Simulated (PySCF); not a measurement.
A structure optimised at PBE-D3(BJ)/def2-SVP, used in a PySCF frequency run:

```
In
F 1 1.9670
Br 1 2.4736 2 117.77
Br 1 2.4736 2 117.77 3 180.00
```

**Question.** Write its SMILES, formula and point group.

**Answer.** [F][In]([Br])[Br], Br2FIn, C2v

**Question.** What are its rotational constants (standard atomic weights)?

**Answer.** 2.3799, 0.66010, 0.51677 GHz
